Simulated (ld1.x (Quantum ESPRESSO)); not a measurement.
What one change does to a pseudopotential (P (Z = 15), TM)

ld1.x (Quantum ESPRESSO) 7.5 input, shortened:

```
&input
   title='P', zed=15., rel=1, dft='PBESOL', iswitch=3,
   config='[Ne] 3s1.75 3p3.25'
 /
 &inputp
   pseudotype=2, tm=.true., lloc=0,
   nlcc=.true., new_core_ps=.true., rcore=0.70
 /
2
3P  2  1   3.25   0.00  1.35  1.35  0.0
3S  1  0   1.75   0.00  1.25  1.25  0.0
 &test
   configts(1)='3s1.75 3p3.25'
 /
```

All-electron outer shells of the reference configuration (PBEsol, scalar-relativistic, ld1.x):

| shell | level (eV) | outermost node (bohr) | outermost maximum (bohr) |
| --- | --- | --- | --- |
| 2s | -173.96 | 0.14 | 0.42 |
| 2p | -124.72 | – | 0.36 |
| 3s | -14.10 | 0.65 | 1.58 |
| 3p | -5.63 | 0.64 | 1.83 |

Change: functional LDA (PZ).

Cutoffs: the cutoffs (Ry, on a coarse ladder) from which the occupation-weighted sum of valence levels, in a spherical-Bessel basis at the reference potential, stays within 10 and 1 mRy of its value at 400 Ry; they do not see the model core or the augmentation charge, which bear on the density cutoff. Errors are all-electron minus pseudo energies relative to the spin-unpolarised reference configuration.

Problem. What does the change do?

Solution. The potential gets neither clearly harder nor softer (55 Ry and 110 Ry → 55 Ry and 110 Ry); the s channel sets the loose cutoff, while the largest relative change is in p, which becomes softer; the number of tests with a reliable result goes from 7 to 9; the errors of the 7 common tests hardly move; neither file shows a bound ghost.

| quantity | base | changed |
| --- | --- | --- |
| cutoff, loose | 55 Ry | 55 Ry |
| cutoff, tight | 110 Ry | 110 Ry |
| loose cutoff by channel (10 mRy a level) | p 35 Ry, s 40 Ry | p 30 Ry, s 40 Ry |
| bound ghosts | none | none |
| error for 3s2 3p3, meV [ΔE -2.11 eV] | +0.1 | +0.1 |
| error for 3s2 3p2, meV [ΔE 7.58 → 7.71 eV] | +3.0 | +3.2 |
| error for 3s2 3p1, meV [ΔE 26.70 → 26.96 eV] | +22 | +23 |
| error for 3s2 3p2.5, meV [ΔE 1.65 → 1.71 eV] | +0.3 | +0.4 |
| error for 3s1 3p4, meV [ΔE 6.40 → 6.39 eV] | +0.1 | +0.1 |
| error for 3s2 3p3.3, meV [ΔE -3.41 → -3.45 eV] | +0.6 | +0.5 |
| error for 3s2 3p0, meV [ΔE 56.40 → 56.86 eV] | +63 | +69 |
| s: phases at 1.51 bohr within 0.05 rad from the reference energy up to (Ry; the scan ends near 5) | 3.5 | 3.5 |
| p: phases at 1.51 bohr within 0.05 rad from the reference energy up to (Ry; the scan ends near 5) | 1.5 | 1.6 |
